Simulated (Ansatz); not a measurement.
CH₄F₂Sn (`F[CH2][SnH2][F]`), 8 atoms. Total charge 0; spin multiplicity 1. Correlated methods include outer-core shells of Sn, which these sets cover unevenly. Sn takes the def2 core potential. All runs use 2 threads of an AMD EPYC 9B45 on a shared host. Correlated methods freeze the cores.

Question: How many basis functions does each run have, and how long does it take in Ansatz? RKS PBE0-D4/def2-QZVPP energy; RHF-CCSD(T)/def2-SVP energy; RKS PBE0-D4/def2-TZVP frequencies; RKS PBE0-D4/def2-TZVP relaxation (31 steps); RKS PBE0-D4/def2-SVP energy; RKS B97M-V/def2-TZVPP energy; RKS ωB97M-V/def2-QZVPP energy; RKS ωB97M-V/def2-SVP energy; RHF-CCSD(T)/def2-TZVPP energy; RKS r2SCAN0-D4/def2-TZVPP energy; RHF-MP2/def2-QZVPP energy; RKS PBE0-D4/def2-TZVPP energy. (An estimate is asked.)

Answer: Ansatz gave: Other jobs shared the machine, so times are rough.

| level | job | functions | wall time | peak host memory (GiB) |
| --- | --- | --- | --- | --- |
| RKS PBE0-D4/def2-SVP | energy | 88 | 0.6 s | 0.38 |
| RKS PBE0-D4/def2-TZVPP | energy | 199 | 1.2 s | 0.42 |
| RKS r2SCAN0-D4/def2-TZVPP | energy | 199 | 1.9 s | 0.44 |
| RKS ωB97M-V/def2-SVP | energy | 88 | 2.2 s | 0.38 |
| RHF-CCSD(T)/def2-SVP | energy | 88 | 2.5 s | 0.38 |
| RKS PBE0-D4/def2-QZVPP | energy | 373 | 3 s | 0.99 |
| RKS B97M-V/def2-TZVPP | energy | 199 | 3.7 s | 0.3 |
| RKS ωB97M-V/def2-QZVPP | energy | 373 | 7 s | 1.2 |
| RHF-MP2/def2-QZVPP | energy | 373 | 7 s | 1.6 |
| RKS PBE0-D4/def2-TZVP | relaxation (31 steps) | 167 | 44 s | 0.38 |
| RHF-CCSD(T)/def2-TZVPP | energy | 199 | 48 s | 2.9 |
| RKS PBE0-D4/def2-TZVP | frequencies | 167 | 53 s | 0.38 |
